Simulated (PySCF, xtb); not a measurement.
TaOF2, SMILES [O]=[Ta+]([F])[F], charge +1, multiplicity 1.

Harmonic wavenumbers (cm⁻¹) from GFN2-xTB (xtb) at its own minimum, in rising order: 129, 177, 188, 348, 354, 670.

What does PBE-D3(BJ)/def2-TZVP in PySCF give at its own minimum? (An estimate is asked for; the answer gives what the named calculation found.)

174, 250, 283, 732, 743, 1029. Paired by order, the mean absolute difference is 224 cm⁻¹ and the zero-point energies are 2.7 and 4.6 kcal/mol.
